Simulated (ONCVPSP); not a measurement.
**Ranking ONCV potentials for Pb**

All share these settings but for the change named:

```json
{
  "Element": "Pb",
  "Generator": "ONCVPSP 4.0.1",
  "Type": "optimised norm-conserving Vanderbilt (ONCV)",
  "Functional": "PBE",
  "Relativity": "scalar-relativistic",
  "Frozen core": "[Kr] 4d10 4f14",
  "Valence charge": "22",
  "Reference configuration": "5s2 5p6 5d10 6s2 6p2",
  "Partial waves": "5s+6s: rc 1.60 bohr, ncon 5, nbas 9, qcut 8.1 1/bohr, 2 projectors; 5p+6p: rc 1.40 bohr, ncon 3, nbas 7, qcut 9.4 1/bohr, 2 projectors; 5d: rc 1.30 bohr, ncon 4, nbas 7, qcut 8.4 1/bohr, 2 projectors, debl 1.8 Ha; f scattering state at 0.09 Ha: rc 1.35 bohr, ncon 3, nbas 7, qcut 8.5 1/bohr, 3 projectors, debl 3.4 Ha",
  "Local potential": "polynomial inside 1.05 bohr (lpopt 2, dvloc0 1 Ha)",
  "Core correction": "none"
}
```

Cutoff: the first of the cutoffs (Ha) at which the residual kinetic energy of the hardest occupied pseudo-wave falls to 1 and 0.1 mHa per electron; the density cutoff is not measured.

The base gives 30 Ha.

Of 7 variants that were run, those that failed, showed a ghost or another fault, or gave nearly equal values are left out.

A variant can come out equal or close to the base.

Rank these variants from softest to hardest (loose cutoff).
A. p: qcut 6.9
B. p: qcut 13.5
C. p: qcut 9.9
D. p: qcut 10.8

A (26 Ha), C (33 Ha), D (38 Ha), B (53 Ha).
